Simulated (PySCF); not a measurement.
C8H10O, SMILES COCc1ccccc1, singlet (GFN2-xTB optimised geometry):

```
19

C     -1.145    -2.382     2.290
O     -0.925    -2.787     0.962
C     -1.420    -1.870     0.010
C     -0.676    -0.556     0.000
C     -1.354     0.656     0.001
C     -0.653     1.849    -0.007
C      0.731     1.842    -0.006
C      1.414     0.637     0.000
C      0.713    -0.556     0.000
H     -0.635    -1.438     2.514
H     -0.744    -3.170     2.924
H     -2.217    -2.260     2.492
H     -1.298    -2.372    -0.955
H     -2.494    -1.691     0.179
H     -2.435     0.665     0.006
H     -1.189     2.787    -0.009
H      1.278     2.774    -0.008
H      2.494     0.626     0.003
H      1.236    -1.501     0.009
```

Method: PBE0/def2-SVP run with PySCF 2.14.0.

What are the frontier orbital energies and the dipole moment?

HOMO-2 -7.43 eV, HOMO-1 -7.34 eV, HOMO -7.13 eV, LUMO -0.20 eV, LUMO+1 -0.07 eV; dipole moment 1.18 D.

Meta-Löwdin charges at PBE0/def2-SVP: C1 -0.09, O2 -0.40, C3 0.02, C4 0.00, C5 -0.12, C6 -0.11, C7 -0.11, C8 -0.10, C9 -0.11, H10 0.09, H11 0.11, H12 0.08, H13 0.12, H14 0.08, H15 0.10, H16 0.11, H17 0.11, H18 0.11, H19 0.11.
